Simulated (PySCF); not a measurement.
Trans-dichloroethylene, C2H2Cl2, SMILES C(/Cl)=C\Cl, PBE0/def2-SVP optimised geometry.

```
6

Cl    -0.37     2.12     0.00
C      0.36     0.56     0.00
C     -0.36    -0.56     0.00
Cl     0.37    -2.12     0.00
H      1.46     0.56     0.00
H     -1.46    -0.56     0.00
```

Density from PBE0/def2-TZVP (PySCF) at that geometry.

Minimum of the electron density along straight lines between bonded atoms, close to the bond critical point (lines longer than 1.1 times the sum of covalent radii, or with two minima, are not listed):

| bond | length / Å | ρ at the minimum / e bohr⁻³ | ∇²ρ there / e bohr⁻⁵ | position (fraction from the first atom) |
|---|---|---|---|---|
| Cl1–C2 | 1.720 | 0.210 | -0.35 | 0.58 |
| C2–C3 | 1.333 | 0.353 | -1.07 | 0.50 |
| C3–Cl4 | 1.720 | 0.210 | -0.35 | 0.42 |
| C2–H5 | 1.092 | 0.283 | -1.01 | 0.66 |
| C3–H6 | 1.092 | 0.283 | -1.01 | 0.66 |
